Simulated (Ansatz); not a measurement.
Consider the formal exchange of groups at a Zn–C bond: `CC[C](=O)[ZnH]` + `CO[SiH3]` → `[SiH3][O][ZnH]` + `CCC(C)=O`.

Calculated with Ansatz (gas phase, PBE0-D4/def2-TZVP geometries, no zero-point term in ΔE). CBS: MP2 limit from def2 TZ/QZ plus the TZ coupled-cluster correction, frozen cores. DFT in def2-TZVPP. For Zn outer-core shells are correlated without core-valence functions, which leaves a few kJ/mol of doubt a bond. Scalar relativity is left out up to krypton. One conformer a species, not always the lowest.

| species | r2SCAN energy (Eh) |
| --- | --- |
| `CC[C](=O)[ZnH]` | -1972.46796 |
| `CO[SiH3]` | -406.41389 |
| `[SiH3][O][ZnH]` | -2146.52873 |
| `CCC(C)=O` | -232.42387 |

(1) Work out ΔE.

Largest T1 diagnostic among the species: 0.016.

## Answers

(1) ΔE = (-2146.52873) + (-232.42387) − (-1972.46796) − (-406.41389) = -0.07075 Eh = -185.8 kJ/mol. CCSD(T)/CBS gives -190.6 kJ/mol.

From PBE to PBE0 (25 % exact exchange), in def2-TZVPP and without D4, ΔE moves by −12.3 kJ/mol.
